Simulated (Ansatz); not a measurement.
Total energies of Ga₇Sb₇ from Ansatz at PBE-D4/def2-TZVP, gas phase (1 Eh = 27.2114 eV = 2625.5 kJ/mol). The reference geometry is relaxed at PBE-D4/def2-SVP.

```xyz
14

Ga   -2.1265   -1.7108    2.7158
Ga    0.3121    4.2685   -0.3491
Ga   -0.4414    0.3685    1.5106
Ga   -0.1734    1.5708   -1.3897
Ga    0.5209   -1.3482   -1.0814
Ga   -0.9641   -3.4900    0.3512
Ga    2.3926    2.0455   -2.5294
Sb   -0.6884   -0.1294    4.0299
Sb   -3.4175   -3.1617    1.0450
Sb    1.6864    1.9633    0.8860
Sb    0.5594    3.7028   -3.1439
Sb    1.3920   -3.7187   -0.5432
Sb    2.8849    0.0329   -0.8754
Sb   -1.9371   -0.3936   -0.6264
```

```json
{"state": "charge 0 singlet", "geometry": "reference", "energy (Eh)": "-15154.32121"}
{"state": "charge 1 doublet", "geometry": "reference", "energy (Eh)": "-15154.09264"}
{"state": "charge -1 doublet", "geometry": "reference", "energy (Eh)": "-15154.40683"}
{"state": "free Ga atom (doublet)", "geometry": "–", "energy (Eh)": "-1924.51515"}
{"state": "free Sb atom (quartet)", "geometry": "–", "energy (Eh)": "-240.20743"}
```

In the def2 sets Sb takes a core potential; there is no spin–orbit coupling. Single mean-field runs in def2-TZVP are fitted with def2-universal-jkfit.

Question: Work out the vertical ionisation energy to the doublet.

Answer: E(charge 1 doublet) − E(charge 0 singlet) = -15154.09264 − (-15154.32121) = 0.22857 Eh = 6.22 eV. For comparison, −ε of the highest occupied level is 4.73 eV at this level, 1.49 eV less.

Question: Work out the vertical electron affinity, to the doublet.

Answer: E(charge 0 singlet) − E(charge -1 doublet) = -15154.32121 − (-15154.40683) = 0.08562 Eh = 2.33 eV. The basis lacks diffuse functions, which makes affinities too small.

Question: Give the fundamental gap IE − EA, the Mulliken electronegativity (IE + EA)/2 and the hardness (IE − EA)/2.

Answer: From the values in Eh: IE − EA = 0.22857 − 0.08562 = 0.14295 Eh = 3.89 eV; (IE + EA)/2 = 4.27 eV; (IE − EA)/2 = 1.94 eV. The HOMO–LUMO gap of the same run is 0.96 eV, 2.93 eV smaller than the fundamental gap.

Question: What is the binding energy per atom against free atoms?

Answer: Atoms: 7 × (-1924.51515) + 7 × (-240.20743) = -15153.05806 Eh. Binding: -15153.05806 − (-15154.32121) = 1.26315 Eh = 34.37 eV, or 2.46 eV for each of 14 atoms (no zero-point energy, no counterpoise term).

At PBE-D4/def2-TZVP the gap within one spin of the charge 1 doublet nearly closes, so an electron or hole may be smeared out by delocalisation error.
